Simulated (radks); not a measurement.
Species: Hg V. Configuration: [Xe] 4f14 5d8 (the NIST ground configuration). Method: scalar-relativistic Kohn-Sham, MS2 meta-GGA, spin-polarised, spherical densities, finite nucleus; open shells are filled with parallel spins first (spin-orbit coupling, left out, can overturn this in heavy ions); meta-GGA in the generalised Kohn-Sham scheme; Fermi nuclear charge, rms radius 5.4648 fm; computed with a radial shooting solver on a logarithmic mesh with Libxc functionals.

Local quantities along the radius. ELF = 1/(1 + alpha^2) is the electron localisation function; alpha = (tau - tau_W)/tau_unif compares the Pauli kinetic energy density with that of the uniform gas (summed over spins). tau is taken from the large components.

| r (bohr) | ELF | alpha |
|---|---|---|
| 0.0008446 | 1.000 | 0.02184 |
| 0.001136 | 0.999 | 0.02346 |
| 0.001515 | 0.999 | 0.02595 |
| 0.002036 | 0.999 | 0.02997 |
| 0.002738 | 0.999 | 0.03646 |
| 0.003681 | 0.998 | 0.04740 |
| 0.004949 | 0.996 | 0.06703 |
| 0.0066 | 0.989 | 0.1038 |
| 0.008874 | 0.967 | 0.1844 |
| 0.01193 | 0.878 | 0.3724 |
| 0.01604 | 0.613 | 0.7943 |
| 0.02157 | 0.354 | 1.350 |
| 0.02876 | 0.391 | 1.248 |
| 0.03867 | 0.642 | 0.7470 |
| 0.05199 | 0.740 | 0.5922 |
| 0.0699 | 0.539 | 0.9243 |
| 0.09324 | 0.348 | 1.369 |
| 0.1254 | 0.597 | 0.8208 |
| 0.1685 | 0.699 | 0.6570 |
| 0.2266 | 0.332 | 1.418 |
| 0.3046 | 0.467 | 1.067 |
| 0.4063 | 0.719 | 0.6250 |
| 0.5463 | 0.512 | 0.9764 |
| 0.7345 | 0.328 | 1.432 |
| 0.9875 | 0.635 | 0.7585 |
| 1.328 | 0.622 | 0.7795 |
| 1.771 | 0.335 | 1.408 |
| 2.381 | 0.074 | 3.536 |
| 3.201 | 0.005 | 14.09 |
| 4.303 | 0.000 | 118.9 |

On this mesh the ELF has minima near r = 0.025, 0.093, 0.26, 0.73 bohr, which separate the shells, and maxima near 0.052 (0.74), 0.15 (0.71), 0.41 (0.72), 1.1 (0.68).
